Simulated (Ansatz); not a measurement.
**Ligand exchange: NaI + SiH3(OH) → NaOH + SiH3I**

Species: NaI, singlet; SiH3(OH) (silanol), singlet; NaOH `[OH][Na]`, singlet; SiH3I `[SiH3]I`, singlet. The partners trade I for OH: Na–I and Si–OH bonds give way to Na–OH and Si–I.

Shapes, held fixed at every level: PBE0-D4/def2-TZVP. Programs: Ansatz 0.2.0. The zero-point and thermal change to 298 K, harmonic and unscaled (PBE0-D4/def2-TZVP), is -4.9 kJ/mol.

| level | kind | ΔH(298 K) (kJ/mol) | less CCSD(T)/def2-TZVPP | CPU time (sum over the molecules) |
| --- | --- | --- | --- | --- |
| HF/def2-SVP | Hartree–Fock | +228.1 | +43.7 | – |
| HF/def2-TZVPP | Hartree–Fock | +229.1 | +44.7 | – |
| PBE-D4/def2-TZVPP | GGA | +165.7 | -18.7 | 7.9 s |
| r2SCAN-D4/def2-TZVPP | meta-GGA | +181.9 | -2.5 | 14 s |
| B3LYP-D4/def2-TZVPP | global hybrid | +180.7 | -3.7 | 10 s |
| PBE0-D4/def2-TZVPP | global hybrid | +181.1 | -3.3 | 8.4 s |
| r2SCAN0-D4/def2-TZVPP | global hybrid | +191.4 | +7.0 | 14 s |
| CCSD(T)/def2-TZVPP | coupled cluster or CI | +184.4 | 0.0 | 47 s |

The highest level, CCSD(T)/def2-TZVPP, gives ΔH(298 K) = +184.4 kJ/mol; the levels span +165.7 to +229.1. The column of differences is taken from that level and isn't an error. No measured value is set beside it here. For atoms past krypton def2 sets carry core potentials with scalar relativity. Outer-core shells of I, Na are correlated, in sets that cover them unevenly. Times are processor times on shared x86 and Arm servers, and rough.
